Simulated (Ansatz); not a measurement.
## Abstraction of Cl: BClF2 + SiH3(SiH2) → BF2 + SiH2(SiH3)Cl

Gas-phase species: BClF2 (chlorodifluoroborane) `FB(F)Cl`, singlet; SiH3(SiH2), doublet; BF2 `F[B]F`, doublet; SiH2(SiH3)Cl, singlet. A radical takes Cl: the energy is the difference in strength between the B–Cl bond broken and the Si–Cl bond made.

Shapes, held fixed at every level: PBE0-D4/def2-TZVP. Programs: Ansatz 0.2.0. The zero-point and thermal change to 298 K, harmonic and unscaled (PBE0-D4/def2-TZVP), is +0.8 kJ/mol.

| level | kind | ΔH(298 K) (kJ/mol) | less CCSD(T)/CBS estimate |
| --- | --- | --- | --- |
| MP2/def2-TZVPP | perturbation theory | +68.6 | +1.1 |
| HF/def2-SVP | Hartree–Fock | +80.5 | +13.0 |
| HF/def2-TZVPP | Hartree–Fock | +55.3 | -12.2 |
| r2SCAN-D4/def2-TZVPP | meta-GGA | +71.3 | +3.8 |
| BHLYP-D4/def2-TZVPP | global hybrid | +67.0 | -0.5 |
| B2PLYP/def2-TZVPP | double hybrid | +69.6 | +2.1 |
| CCSD/def2-TZVPP | coupled cluster or CI | +74.9 | +7.4 |
| CCSD(T)/CBS estimate | coupled cluster or CI | +67.5 | 0.0 |

The highest level, CCSD(T)/CBS estimate, gives ΔH(298 K) = +67.5 kJ/mol; the levels span +55.3 to +80.5. The column of differences is taken from that level and isn't an error. No measured value is set beside it here. Open shells run unrestricted. The CBS estimate extrapolates MP2 from def2-TZVPP and def2-QZVPP and adds CCSD(T) − MP2 in the triple-zeta set, cores frozen.
